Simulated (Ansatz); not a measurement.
One change: `OCBBCl` becomes `ClBB[SeH]`.

Ansatz, PBE0-D4/def2-TZVP geometries, multiplicity 1. Each molecule was computed in one conformer, which needn't be the lowest.

Scalar relativity is left out up to krypton.

| property | `OCBBCl` |
| --- | --- |
| HOMO energy (PBE/def2-TZVPP) / eV | -6.16 |
| HOMO–LUMO gap (PBE0/def2-TZVPP) / eV | 6.09 |
| size of the dipole moment (B3LYP/def2-TZVPP) / D | 3.08 |
| HOMO–LUMO gap (B3LYP/def2-TZVPP) / eV | 5.71 |
| LUMO energy (PBE0/def2-TZVPP) / eV | -1.41 |
| size of the dipole moment (ωB97M-V/def2-TZVPP) / D | 3.08 |

(1) Give the same properties after the change, and the shifts. (An estimate is asked.)

Answers

(1) Ansatz gave: 
```json
{"property": "HOMO energy (PBE/def2-TZVPP) / eV", "`ClBB[SeH]`": "-6.71", "shift": "-0.55"}
{"property": "HOMO–LUMO gap (PBE0/def2-TZVPP) / eV", "`ClBB[SeH]`": "6.13", "shift": "0.04"}
{"property": "size of the dipole moment (B3LYP/def2-TZVPP) / D", "`ClBB[SeH]`": "1.28", "shift": "-1.80"}
{"property": "HOMO–LUMO gap (B3LYP/def2-TZVPP) / eV", "`ClBB[SeH]`": "5.70", "shift": "-0.01"}
{"property": "LUMO energy (PBE0/def2-TZVPP) / eV", "`ClBB[SeH]`": "-1.84", "shift": "-0.43"}
{"property": "size of the dipole moment (ωB97M-V/def2-TZVPP) / D", "`ClBB[SeH]`": "1.26", "shift": "-1.82"}
```

Dipoles are sizes alone; their direction can turn.

B3LYP here is the variant with VWN-RPA as its local correlation; programs differ in this.

Spin–orbit coupling is left out; it splits and shifts lone-pair levels of the heavy atoms by tenths of an eV.
